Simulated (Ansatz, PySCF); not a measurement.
H₂S₂, SMILES SS.

Geometry optimised at PBE0-D3(BJ)/def2-TZVP.

Two levels are set side by side: PBE/def2-TZVPD (Ansatz, a quantum-chemistry and plane-wave program) and EOM-CCSD/aug-cc-pVDZ (PySCF). PBE by ΔSCF, the other level by its IP root; same geometry, the bases differ. Differences are taken from unrounded values.

```csv
quantity,EOM-CCSD
vertical ionisation energy (eV),9.87
```

Problem. What does PBE give, and how far is it from EOM-CCSD? (The exact figures need the calculation; the answer reports its results.)

Solution. 
| quantity | PBE | PBE minus EOM-CCSD |
|---|---|---|
| vertical ionisation energy (eV) | 9.76 | -0.11 |

On these quantities the two levels nearly agree.
